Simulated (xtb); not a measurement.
PbCl₂, SMILES [Pb]([Cl])[Cl] (connectivity only; charge and spin as stated), neutral, multiplicity 1. All values are semi-empirical tight-binding results from xtb (GFN2-xTB unless named), good for trends rather than for accurate numbers. The structure is a stationary point at GFN2-xTB. The isomer is the one that the SMILES or the coordinates give; other isomers of the formula were not compared.

For metal compounds this method's bond lengths and energies can be far off.

Estimate the properties. (An estimate is asked for; the answer gives what the named calculation found.)


* **point group as xtb finds it**: C2v
* **orbital gap**: 2.70 eV
* **zero-point energy**: 0.9 kcal/mol
* **G − E(el) at 298.15 K (modified RRHO)**: -18.5 kcal/mol
